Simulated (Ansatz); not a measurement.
Cost and result for the atomization energy of C₃H₈SSi, SMILES `CC1C[SiH2]S1` (13 atoms, 13 bonds).

Z-matrix (Å, degrees):
```
C
C 1 1.509
H 1 1.095 2 109.9
H 1 1.092 2 111.4 3 119.9
H 1 1.092 2 110.6 3 -119.7
C 2 1.544 1 115.4 3 62.8
S 2 1.868 1 112.2 3 179.4
H 2 1.092 1 110.0 3 -62.3
Si 6 1.876 2 93.9 1 138.5
H 6 1.091 2 114.0 1 -96.8
H 6 1.093 2 110.0 1 25.2
H 9 1.487 6 118.3 2 -130.2
H 9 1.489 6 115.4 2 100.1
```

Charge 0, multiplicity 1. Geometry: relaxed with PBE0-D4/def2-TZVP. Program: Ansatz. All runs use 4 threads of an Arm Neoverse V2 on a shared host. Times are those of one run each, without the atoms' runs, and a repeat can differ threefold. Electronic energies, without spin–orbit coupling; frozen cores. CCSD(T)/CBS adds CCSD(T) − MP2 in def2-TZVPP to the MP2 limit, and its time is that of the two runs behind it. T1 = 0.011. B3LYP takes the VWN-RPA correlation (the form of Gaussian; ORCA's B3LYP/G).

CCSD(T)/CBS is a level of theory with its own doubt, some kJ/mol a heavy atom from the limit and from the frozen cores, so smaller differences don't rank the functionals.

```csv
level,functions,wall time,atomization (kJ/mol),difference from CCSD(T)/CBS,per bond
PBE-D4/def2-TZVPP (with forces),289,2.8 s,4920.5,75.6,5.8
PBE0-D4/def2-TZVPP,289,3.4 s,4872.9,28.0,2.2
r2SCAN-D4/def2-TZVPP (with forces),289,5.5 s,4859.7,14.8,1.1
B3LYP-D4/def2-TZVPP (with forces),289,5.5 s,4832.8,-12.1,-0.9
B2PLYP/def2-TZVPP,289,6 s,4780.3,-64.6,-5.0
ωB97X-V/def2-TZVPP,289,8.5 s,4868.3,23.4,1.8
ωB97M-V/def2-TZVPP (with forces),289,13 s,4865.0,20.1,1.5
MP2/def2-QZVPP,551,26 s,4849.1,4.2,0.3
CCSD(T)/def2-TZVPP,289,3.2 min,4725.7,-119.2,-9.2
CCSD(T)/CBS(def2),–,3.6 min,4844.9,0.0,0.0
```

In def2-TZVPP, CCSD(T) changes the Hartree–Fock value by +1114.2 kJ/mol (the triples alone add +67.0 kJ/mol) and MP2 by +1167.6 kJ/mol; breaking electron pairs costs correlation energy, which Hartree–Fock lacks. From PBE to PBE0 (25 % exact exchange), in def2-TZVPP and without D4, the atomization energy moves by −42.5 kJ/mol: exact exchange takes away binding that semilocal exchange gives to molecules. The D4 term adds +52.7 kJ/mol with B3LYP and +27.5 kJ/mol with PBE0; it sums over pairs of atoms, weighted by their polarisabilities, and B3LYP, whose exchange is more repulsive, gets the larger term.
